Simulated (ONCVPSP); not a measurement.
## Plane-wave convergence, ONCV potential for Sr (Z = 38)

```json
{
 "Element": "strontium (Sr)",
 "Generator": "ONCVPSP 4.0.1",
 "Type": "optimised norm-conserving Vanderbilt (ONCV)",
 "Functional": "PBEsol",
 "Relativity": "scalar-relativistic",
 "Frozen core": "[Ar] 3d10 4s2",
 "Valence charge": "8",
 "Reference configuration": "4p6 5s1 (charge +1)",
 "Partial waves": "5s: rc 2.95 bohr, ncon 4, nbas 8, qcut 1.9 1/bohr, 2 projectors, debl 3.8 Ha; 4p: rc 1.80 bohr, ncon 4, nbas 7, qcut 9.5 1/bohr, 2 projectors, debl 3.1 Ha; d scattering state at 0.38 Ha: rc 2.85 bohr, ncon 3, nbas 7, qcut 3.6 1/bohr, 1 projector",
 "Local potential": "polynomial inside 1.75 bohr (lpopt 5, dvloc0 6 Ha)",
 "Core correction": "Teter function fitted to the true core (icmod 2), fcfact 0.7"
}
```

In the d channel the program set the typed energies aside and used -0.250 Ha.

Q: For each optimised wave give the share of its norm inside rc, the residual kinetic energy above qcut (Ha) and the cutoffs (Ha) for errors of 10, 1, 0.1 and 0.01 mHa per electron.

A:

```tsv
wave	norm inside rc	residual KE	10 mHa	1 mHa	0.1 mHa	0.01 mHa
5s	0.235	5.8e-04	0.9	1.7	6.4	19.1
s projector 2	0.128	7.3e-01	10.9	23.7	27.4	32.0
4p	0.704	2.3e-08	14.9	22.6	28.7	33.7
p projector 2	0.091	1.9e-08	15.2	23.7	29.8	34.8
d projector 1	0.594	5.9e-04	4.7	6.2	20.0	36.4
```

The occupied waves need 23 Ha and 29 Ha for 1 and 0.1 mHa. Note: no bound ghost flagged; GHOST(+) flagged for s at 94.2 eV.
